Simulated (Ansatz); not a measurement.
Species: germanium monoxide triplet, GeO (charge 0, triplet). This is an excited triplet: at this geometry the singlet lies 2.74 eV lower at CCSD(T)/CBS(aug-cc-pVTZ,aug-cc-pVQZ). 
Structure (B3LYP-D3(BJ)/def2-TZVP (Ansatz, a quantum-chemistry and plane-wave program) minimum search):
SMILES: [O]=[Ge]
```xyz
2

Ge     0.0000     0.0000    -0.3735
O      0.0000     0.0000     1.4939
```
Charge 0, spin multiplicity 3.

Basis-set convergence of Hartree-Fock and CCSD(T) correlation energies (hartree) with Ansatz. Correlated levels leave the core frozen unless marked. Open shells are spin-unrestricted. Spin-orbit coupling is left out. Frozen are the shells of the preceding noble gas and the d and f shells that filled before the atom's block. Non-relativistic.

```
basis    functions        E(HF)  E(corr, CCSD(T))
-------  ---------  -----------  ----------------
cc-pVDZ         41  -2150.13280          -0.22605
cc-pVTZ         73  -2150.23101          -0.28768
cc-pVQZ        123  -2150.24082          -0.30795
cc-pV5Z        195  -2150.24281          -0.31551
```

Extrapolating the two largest sets (X = 4 and 5) as X^-3: E(corr) = (125·(-0.31551) - 64·(-0.30795))/61 = -0.3234 Eh, an estimate of the basis-set limit. The largest set recovers 97.5 % of it, the smallest 69.9 %.
